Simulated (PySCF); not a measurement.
# One molecule, several mistakes: Al2ClH2O cation

These are calculations, not measurements. They come from PySCF 2.14.0, an open-source quantum chemistry program, on an isolated molecule that a program drew, which may never have been made. The molecule is Al2ClH2O cation (charge +1, singlet), drawn as the SMILES string `[AlH+][O][AlH][Cl]`.

Each row is a Hartree-Fock (HF) and frozen-core CCSD(T) single point in the cc-pV(D+d)Z basis, meant for a local HF minimum. Run 1 is clean. Each other run has one planted mistake out of seven kinds, and not every kind appears here: one electron removed, one electron added, multiplicity raised by two, geometry at a saddle point, minimal basis STO-3G, one bond length entered in bohr, all coordinates scaled. The reference is restricted for singlets and unrestricted otherwise, and also for a bond in bohr. Adding or removing an electron swaps singlet and doublet. Electrons count all cores. HOMO and LUMO are orbital energies over both spins, the gradient is its largest component, and the lowest frequency (negative if imaginary) is given only where the gradient is small. Bond lengths are over the 5 bonds as drawn. T1 is the CCSD diagnostic: over 0.02 (restricted) or 0.045 (unrestricted) a single reference is doubtful.

Geometry of the clean run:
```xyz
6
Al2ClH2O cation, angstrom
Al   -1.7436    0.4176   -0.4439
O    -0.9034    1.7250   -0.8659
Al   -0.1543    3.2174   -1.3708
Cl   -1.5247    4.6210   -2.0451
H    -2.5283   -0.8386   -0.0359
H     1.3844    3.3196   -1.2624
```

| run | electrons | basis functions | <S^2> | HOMO (eV) | LUMO (eV) | gradient (hartree/bohr) | lowest frequency (cm^-1) | mean bond (Å) | longest bond (Å) | T1 | HF (hartree) | CCSD(T) (hartree) | mistake |
|---|---|---|---|---|---|---|---|---|---|---|---|---|---|
| 1 | 52 | 93 | 0.000 | -16.07 | -4.22 | 3.4e-05 | 68 | 1.7023 | 2.074 | 0.0157 | -1019.29260 | -1019.75547 | no fault |
| 2 | 52 | 93 | 0.000 | -15.26 | -4.98 | 2.2e-02 | - | 2.0127 | 3.297 | 0.0248 | -1019.14983 | -1019.63225 | one bond length entered in bohr |
| 3 | 52 | 34 | 0.000 | -13.72 | 1.19 | 3.9e-02 | - | 1.7023 | 2.074 | 0.0243 | -1007.63631 | -1007.77364 | minimal basis STO-3G |
| 4 | 52 | 93 | 0.000 | -16.51 | -3.86 | 8.2e-02 | - | 1.5695 | 1.912 | 0.0129 | -1019.24314 | -1019.69760 | ? |

**Which mistake was planted in run 4, and what did it cost?**

The mean and the longest bond both change by the same factor, 0.922, and the gradient is no longer small. So the mistake is: all coordinates scaled. Subtracting run 1 and multiplying by 627.51 kcal/mol a hartree, the energy moved by 31.0 kcal/mol in HF and 36.3 kcal/mol in CCSD(T).

Cautions from the logs. Run 3: T1 is over the limit, so its CCSD(T) energy is less reliable.
